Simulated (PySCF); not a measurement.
**NMR data sheet: C10H12**

```yaml
Formula: C10H12
SMILES: C=C(C)c1cccc(C)c1
Point_group_of_the_computed_structure: C1
Degrees_of_unsaturation: 5
Carbon_signals: 10
Proton_signals: 8
```

Numbering as in the mapped SMILES `[CH2:1]=[C:2]([CH3:3])[c:4]1[cH:5][cH:6][cH:7][c:8]([CH3:9])[cH:10]1`. Each H is labelled by its parent atom. Ha(C1) is cis to C3; Hb(C1) is trans to C3.

All values are calculated (PySCF): geometry: GFN2-xTB, shielding tensors at PBE0/pcSseg-1 (GIAO). Rapidly exchanging positions averaged, one conformer, no solvent model, no relativistic terms.

Referencing at the same level of theory: ¹H (31.72 ppm), ¹³C (186.93 ppm) vs TMS.

| carbon | δC, type | δH (multiplicity) | HMBC from (2–3 bonds) | span of the C tensor (ppm) |
| --- | --- | --- | --- | --- |
| C1 | 119.2, CH2 | Ha(C1) 5.41 (m); Hb(C1) 5.52 (m) | H(C3) | 177 |
| C2 | 154.5, C | – | H(C10), H(C5), Hb(C1), Ha(C1), H(C3) | 241 |
| C3 | 25.1, CH3 | 2.25 (s) | Hb(C1), Ha(C1) | 40 |
| C4 | 148.8, C | – | H(C10), H(C6), H(C5), Hb(C1), Ha(C1), H(C3) | 220 |
| C5 | 127.3, CH | 7.33 (d) | H(C10), H(C6), H(C7) | 219 |
| C6 | 133.7, CH | 7.53 (m) | H(C7), H(C5) | 233 |
| C7 | 133.5, CH | 7.38 (m) | H(C10), H(C6), H(C5), H(C9) | 215 |
| C8 | 143.4, C | – | H(C10), H(C6), H(C7), H(C9) | 237 |
| C9 | 24.2, CH3 | 2.51 (s) | H(C10), H(C7) | 49 |
| C10 | 132.7, CH | 7.59 (s) | H(C7), H(C5), H(C9) | 196 |

Carbon types of the structure: 3 × C, 4 × CH, 1 × CH2, 2 × CH3, which accounts for all hydrogens. δC 154.5: fully substituted alkene carbon; an sp2 carbon of a C=C bond. δC 148.8, 143.4: substituted aromatic carbon. δC 133.7, 133.5, 132.7, 127.3: aromatic CH; the aromatic region. δC 119.2: terminal =CH2 carbon; an sp2 carbon of a C=C bond. δC 25.1: allylic methyl carbon; aliphatic region, no heteroatom directly attached.

Shifts are as computed. Against solution values, carbons near 30 ppm lie about +3 ppm off and those near 130 ppm about +5 ppm. Of 1211 compounds with measured shifts, 218 miss one by over three times the rms of a fit or turn the order of signals round; such compounds aren't used in these exercises. No couplings were computed; multiplicities are counted from neighbouring protons, with m where these are inequivalent, close in shift, in a saturated or five-membered ring or joined by F or P, and br s for small geminal =CH2 splittings.
